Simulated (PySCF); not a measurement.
Species: C6H6FP.
Z-matrix (Å and degrees, PBE0-D3(BJ)/def2-SVP geometry), rows numbered from 1:
```
C 
C   1  1.5006
C   2  1.3942  1  121.98
P   3  1.7390  2  127.56  1  -179.90
C   4  1.7369  3   99.84  2     0.02
C   5  1.3893  4  125.18  3    -0.09
C   6  1.3889  5  122.51  4     0.02
F   7  1.3363  2  117.11  1    -0.15
H   1  1.1012  2  111.04  3  -119.28
H   1  1.0977  2  110.90  3     1.41
H   1  1.1009  2  111.04  3   122.18
H   3  1.0963  2  116.54  1     0.04
H   5  1.0950  4  117.13  3   179.94
H   6  1.0940  5  120.68  4  -179.98
```

Jobs on this species (14 atoms, 66 electrons) with PySCF (density fitting). Hardware of each: one thread, Intel Xeon Platinum 8559C (x86_64), on a shared host. Times come from a shared host and carry two figures at best. Peak memory is the resident size of the whole Python process, interpreter and libraries included.

Task: Rank these jobs by wall time, shortest first.
A. PBE0-D3(BJ)/def2-SVP, grid level 1; geometry optimisation from a GFN2-xTB start shaken at random; 146 basis functions
B. HF/pcSseg-1; shieldings, ring-centre shieldings; 173 basis functions
C. PBE0/def2-SVPD; 10 singlets by full TDDFT, 4 Tamm–Dancoff triplets, polarisability, dynamic polarisability, ΔSCF ions; 215 basis functions
D. PBE0/def2-SVPD, IEF-PCM chloroform; 6 singlets by full TDDFT, polarisability; 215 basis functions

Result: B (8.8 s), D (26 s), A (51 s), C (3.5 min).

All jobs:

| level and settings | work | basis functions | SCF cycles | wall time | peak memory |
| --- | --- | --- | --- | --- | --- |
| HF/pcSseg-1 | shieldings, ring-centre shieldings | 173 | 13 | 8.8 s | 0.85 GiB |
| PBE0/pcSseg-1, IEF-PCM cyclohexane | shieldings, ring-centre shieldings | 173 | 14 | 18 s | 1.0 GiB |
| PBE0/pcSseg-1, IEF-PCM chloroform | shieldings, ring-centre shieldings, charges and field gradients | 173 | 14 | 19 s | 1.0 GiB |
| PBE0/pcSseg-1 | shieldings, ring-centre shieldings, charges and field gradients | 173 | 14 | 19 s | 0.82 GiB |
| PBE0/def2-SVPD, IEF-PCM chloroform | 6 singlets by full TDDFT, polarisability | 215 | 14 | 26 s | 1.0 GiB |
| PBE0-D3(BJ)/def2-SVP, grid level 1 | geometry optimisation from a GFN2-xTB start shaken at random | 146 | 51 | 51 s | 0.59 GiB |
| delta-SCF UKS SCAN, pcX-2 on the ionised atom, pcseg-1 elsewhere, spin-free X2C | ΔSCF core ionisation, 9 holes | 188 | 316 | 2.6 min | 0.68 GiB |
| PBE0/def2-SVPD | 10 singlets by full TDDFT, 4 Tamm–Dancoff triplets, polarisability, dynamic polarisability, ΔSCF ions | 215 | 14 | 3.5 min | 0.92 GiB |

Task: What do all jobs in the table cost together?

Result: About 8.5 min; the longest takes about 41 % of that, and about 24 times as long as the shortest.
